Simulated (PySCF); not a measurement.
SnF4, SMILES [F][Sn]([F])([F])[F]. Geometry: PBE-D3(BJ)/def2-SVP. The isomer is the one that the SMILES or the coordinates give; other isomers of the formula were not compared. The def2 effective core potentials stand for the cores of Sn; spin–orbit coupling is left out.

**Question.** Give the equilibrium geometry at PBE-D3(BJ)/def2-SVP (PySCF confirms it by a frequency run) as a Z-matrix, and its point group. (The exact figures need the calculation; the answer reports its results.)

**Answer.** point group Td.
```
Sn
F 1 1.9281
F 1 1.9281 2 109.47
F 1 1.9281 2 109.47 3 120.00
F 1 1.9281 2 109.47 3 -120.00
```
